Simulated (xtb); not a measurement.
xtb input (GFN2-xTB):

```bash
xtb mol.xyz --gfn 2 --sp --chrg 0 --uhf 0
```
mol.xyz:
```
16

O     -2.20585740     1.50664434    -0.08220095
B     -1.72396011     0.22847106    -0.06715083
O     -2.64119472    -0.79192799    -0.10023699
C     -0.17546988     0.01267929    -0.01081324
C      0.68058869     1.11153083     0.13720403
C      2.05778166     0.94826869     0.19571503
C      2.61203279    -0.32379397     0.10333616
C      1.78341073    -1.42949045    -0.04790451
C      0.40678938    -1.25659940    -0.10286189
H     -3.16864841     1.53559383    -0.10701614
H     -2.26004664    -1.67277368    -0.05987728
H      0.25193250     2.10269061     0.20709907
H      2.70102574     1.81128468     0.31228842
H      3.68598658    -0.45341526     0.14775389
H      2.20988679    -2.42157290    -0.12357725
H     -0.21471897    -2.13746333    -0.22946657
```

Output:

```
           -------------------------------------------------
          |                Calculation Setup                |
           -------------------------------------------------

           -------------------------------------------------
          |                 G F N 2 - x T B                 |
           -------------------------------------------------

        Reference                      10.1021/acs.jctc.8b01176
      * Hamiltonian:
        H0-scaling (s, p, d)           1.850000    2.230000    2.230000
        zeta-weighting                 0.500000
      * Dispersion:
        s8                             2.700000
        a1                             0.520000
        a2                             5.000000
        s9                             5.000000
      * Repulsion:
        kExp                           1.500000    1.000000
        rExp                           1.000000
      * Coulomb:
        alpha                          2.000000
        third order                    shell-resolved
        anisotropic                    true
        a3                             3.000000
        a5                             4.000000
        cn-shift                       1.200000
        cn-exp                         4.000000
        max-rad                        5.000000

          ...................................................
          :                      SETUP                      :
          :.................................................:
          :  # basis functions                  43          :
          :  # atomic orbitals                  43          :
          :  # shells                           25          :
          :  # electrons                        46          :
          :  max. iterations                   250          :
          :  Hamiltonian                  GFN2-xTB          :
          :  restarted?                      false          :
          :  GBSA solvation                  false          :
          :  PC potential                    false          :
          :  electronic temp.          300.0000000     K    :
          :  accuracy                    1.0000000          :
          :  -> integral cutoff          0.2500000E+02      :
          :  -> integral neglect         0.1000000E-07      :
          :  -> SCF convergence          0.1000000E-05 Eh   :
          :  -> wf. convergence          0.1000000E-03 e    :
          :  Broyden damping             0.4000000          :
          :  net charge                          0          :
          :  unpaired electrons                  0          :
          ...................................................

 iter      E             dE          RMSdq      gap      omega  full diag
   1    -26.0452020 -0.260452E+02  0.668E+00    4.26       0.0  T
   2    -26.1822450 -0.137043E+00  0.417E+00    4.12       1.0  T
   3    -26.1813788  0.866214E-03  0.188E+00    4.36       1.0  T
   4    -26.1989506 -0.175719E-01  0.481E-01    4.29       1.0  T
   5    -26.2023809 -0.343031E-02  0.216E-01    4.32       1.0  T
   6    -26.2022491  0.131822E-03  0.105E-01    4.33       1.0  T
   7    -26.2024482 -0.199046E-03  0.265E-02    4.32       1.0  T
   8    -26.2024556 -0.747836E-05  0.985E-03    4.32       2.5  T
   9    -26.2024565 -0.823179E-06  0.547E-03    4.32       4.6  T
  10    -26.2024567 -0.242487E-06  0.805E-04    4.32      31.0  T
  11    -26.2024567 -0.692865E-08  0.463E-04    4.32      53.9  T

   *** convergence criteria satisfied after 11 iterations ***

         #    Occupation            Energy/Eh            Energy/eV
      -------------------------------------------------------------
         1        2.0000           -0.6837178             -18.6049
       ...           ...                  ...                  ...
        17        2.0000           -0.4698255             -12.7846
        18        2.0000           -0.4524721             -12.3124
        19        2.0000           -0.4494307             -12.2296
        20        2.0000           -0.4175466             -11.3620
        21        2.0000           -0.4012554             -10.9187
        22        2.0000           -0.4010708             -10.9137
        23        2.0000           -0.3991273             -10.8608 (HOMO)
        24                         -0.2403604              -6.5405 (LUMO)
        25                         -0.2206617              -6.0045
        26                         -0.1411429              -3.8407
        27                         -0.0667630              -1.8167
        28                          0.0684805               1.8635
       ...                                ...                  ...
        43                          0.6587441              17.9253
      -------------------------------------------------------------
                  HL-Gap            0.1587669 Eh            4.3203 eV
             Fermi-level           -0.3197438 Eh           -8.7007 eV

 SCC (total)                   0 d,  0 h,  0 min,  0.017 sec
 SCC setup                      ...        0 min,  0.000 sec (  0.644%)
 Dispersion                     ...        0 min,  0.000 sec (  0.658%)
 classical contributions        ...        0 min,  0.000 sec (  0.170%)
 integral evaluation            ...        0 min,  0.002 sec ( 10.879%)
 iterations                     ...        0 min,  0.010 sec ( 61.280%)
 molecular gradient             ...        0 min,  0.004 sec ( 25.250%)
 printout                       ...        0 min,  0.000 sec (  1.027%)

         :::::::::::::::::::::::::::::::::::::::::::::::::::::
         ::                     SUMMARY                     ::
         :::::::::::::::::::::::::::::::::::::::::::::::::::::
         :: total energy             -25.845477391163 Eh    ::
         :: gradient norm              0.024784752974 Eh/a0 ::
         :: HOMO-LUMO gap              4.320266388198 eV    ::
         ::.................................................::
         :: SCC energy               -26.202439801637 Eh    ::
         :: -> isotropic ES            0.076217661662 Eh    ::
         :: -> anisotropic ES          0.003335294904 Eh    ::
         :: -> anisotropic XC          0.009335713659 Eh    ::
         :: -> dispersion             -0.011921274472 Eh    ::
         :: repulsion energy           0.356962410474 Eh    ::
         :: add. restraining           0.000000000000 Eh    ::
         :: total charge              -0.000000000000 e     ::
         :::::::::::::::::::::::::::::::::::::::::::::::::::::

           -------------------------------------------------
          |                Property Printout                |
           -------------------------------------------------

    * Orbital Energies and Occupations

         #    Occupation            Energy/Eh            Energy/eV
      -------------------------------------------------------------
         1        2.0000           -0.6837178             -18.6049
       ...           ...                  ...                  ...
        11        2.0000           -0.5086044             -13.8398
        12        2.0000           -0.5021803             -13.6650
        13        2.0000           -0.4890141             -13.3067
        14        2.0000           -0.4844811             -13.1834
        15        2.0000           -0.4772032             -12.9854
        16        2.0000           -0.4712633             -12.8237
        17        2.0000           -0.4698255             -12.7846
        18        2.0000           -0.4524721             -12.3124
        19        2.0000           -0.4494307             -12.2296
        20        2.0000           -0.4175466             -11.3620
        21        2.0000           -0.4012554             -10.9187
        22        2.0000           -0.4010708             -10.9137
        23        2.0000           -0.3991273             -10.8608 (HOMO)
        24                         -0.2403604              -6.5405 (LUMO)
        25                         -0.2206617              -6.0045
        26                         -0.1411429              -3.8407
        27                         -0.0667630              -1.8167
        28                          0.0684805               1.8635
        29                          0.1082764               2.9464
        30                          0.1377255               3.7477
        31                          0.1449610               3.9446
        32                          0.1643642               4.4726
        33                          0.1897508               5.1634
        34                          0.2160829               5.8799
       ...                                ...                  ...
        43                          0.6587441              17.9253
      -------------------------------------------------------------
                  HL-Gap            0.1587669 Eh            4.3203 eV
             Fermi-level           -0.3197438 Eh           -8.7007 eV

     #   Z          covCN         q      C6AA      α(0)
     1   8 O        1.592    -0.464    22.165     6.354
     2   5 B        2.478     0.429    17.405     7.360
     3   8 O        1.592    -0.487    22.660     6.424
     4   6 C        2.883    -0.085    30.138     9.000
     5   6 C        2.921    -0.026    28.649     8.777
     6   6 C        2.912    -0.029    28.733     8.790
     7   6 C        2.917    -0.027    28.670     8.780
     8   6 C        2.912    -0.031    28.778     8.797
     9   6 C        2.920    -0.033    28.814     8.803
    10   1 H        0.805     0.307     0.700     1.314
    11   1 H        0.805     0.297     0.729     1.341
    12   1 H        0.925     0.044     2.394     2.419
    13   1 H        0.925     0.032     2.564     2.504
    14   1 H        0.925     0.031     2.578     2.511
    15   1 H        0.925     0.028     2.609     2.526
    16   1 H        0.925     0.014     2.831     2.631

 Mol. C6AA /au·bohr⁶  :       3082.243652
 Mol. C8AA /au·bohr⁸  :      75990.458572
 Mol. α(0) /au        :         88.330418

Wiberg/Mayer (AO) data.
largest (>0.10) Wiberg bond orders for each atom

 ---------------------------------------------------------------------------
     #   Z sym  total        # sym  WBO       # sym  WBO       # sym  WBO
 ---------------------------------------------------------------------------
     1   8 O    2.167 --     2 B    1.182    10 H    0.884
     2   5 B    3.381 --     1 O    1.182     3 O    1.147     4 C    0.985
     3   8 O    2.137 --     2 B    1.147    11 H    0.887
     4   6 C    3.973 --     9 C    1.409     5 C    1.401     2 B    0.985
                             7 C    0.110
     5   6 C    3.990 --     6 C    1.453     4 C    1.401    12 H    0.970
                             8 C    0.110
     6   6 C    3.992 --     5 C    1.453     7 C    1.434    13 H    0.971
                             9 C    0.108
     7   6 C    3.992 --     8 C    1.436     6 C    1.434    14 H    0.972
                             4 C    0.110
     8   6 C    3.992 --     9 C    1.448     7 C    1.436    15 H    0.971
                             5 C    0.110
     9   6 C    3.992 --     8 C    1.448     4 C    1.409    16 H    0.966
                             6 C    0.108
    10   1 H    0.905 --     1 O    0.884
    11   1 H    0.912 --     3 O    0.887
    12   1 H    0.998 --     5 C    0.970
    13   1 H    0.999 --     6 C    0.971
    14   1 H    0.999 --     7 C    0.972
    15   1 H    0.999 --     8 C    0.971
    16   1 H    1.000 --     9 C    0.966
 ---------------------------------------------------------------------------

Topologies differ in total number of bonds
Writing topology from bond orders to xtbtopo.mol

molecular dipole:
                 x           y           z       tot (Debye)
 q only:       -0.016      -0.313       0.034
Note: The following floating-point exceptions are signalling: IEEE_UNDERFLOW_FLAG IEEE_DENORMAL
normal termination of xtb
   full:       -0.067      -0.532       0.032       1.365
molecular quadrupole (traceless):
                xx          xy          yy          xz          yz          zz
 q only:        1.051       0.029       1.016       0.010       0.144      -2.068
  q+dip:        3.866       0.054       2.322       0.299       0.731      -6.187
   full:        2.059       0.058       1.086       0.066       0.337      -3.145

           -------------------------------------------------
          | TOTAL ENERGY              -25.845477391163 Eh   |
          | GRADIENT NORM               0.024784752974 Eh/α |
          | HOMO-LUMO GAP               4.320266388198 eV   |
           -------------------------------------------------

------------------------------------------------------------------------
------------------------------------------------------------------------
 total:
 SCF:
```
